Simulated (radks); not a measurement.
Results of a calculation; reference values are marked as such.
Problem. All-electron atom: the caesium ion Cs+ in [Kr] 4d10 5s2 5p5 5d1 (not the ground configuration). Code: a radial shooting solver on a logarithmic mesh with Libxc functionals. Model: scalar-relativistic Kohn-Sham, PBE, spin-polarised, spherical densities, finite nucleus; open shells are filled with parallel spins first (spin-orbit coupling, left out, can overturn this in heavy ions); Fermi nuclear charge, rms radius 4.8041 fm. Some entries of the table are withheld. Estimate them.

orbital  occ.  eigenvalue (eV)  <r> (bohr)  <r^2> (bohr^2)
1s up       1        -35805.68     0.02611       0.0009251
1s down     1        -35805.64     0.02611       0.0009251
2s up       1        -5623.935      0.1121         0.01483
2s down     1        -5623.894      0.1121         0.01483
2p up       3        -5046.066     0.09821         0.01177
2p down     3        -5046.013     0.09821         0.01177
3s up       1        -1176.078      0.2990          0.1022
3s down     1        -1176.031      0.2990          0.1022
3p up       3        -990.0880      0.2970          0.1023
3p down     3        -990.0340      0.2970          0.1023
3d up       5        -717.0434      0.2735         0.08839
3d down     5        -716.9851      0.2735         0.08839
4s up       1        -228.9381      0.6946          0.5446
4s down     1        -228.8166      0.6946          0.5445
4p up       3        -169.4627      0.7392          0.6218
4p down     3        -169.3435      0.7391          0.6215
4d up       5         -82.8712      0.8360          0.8138
4d down     5         -82.7168      0.8349          0.8110
5s up       1         -34.9230         (1)           3.339
5s down     1         -33.9237         (2)           3.306
5p up       3         -21.3854       2.029           4.671
5p down     2         -20.2369       2.024           4.657
5d up       1          -6.0883       3.365           13.36
5d down     0          -5.0078       3.427           13.87

Solution. 
(1) 5s up <r> (bohr): 1.723
(2) 5s down <r> (bohr): 1.714
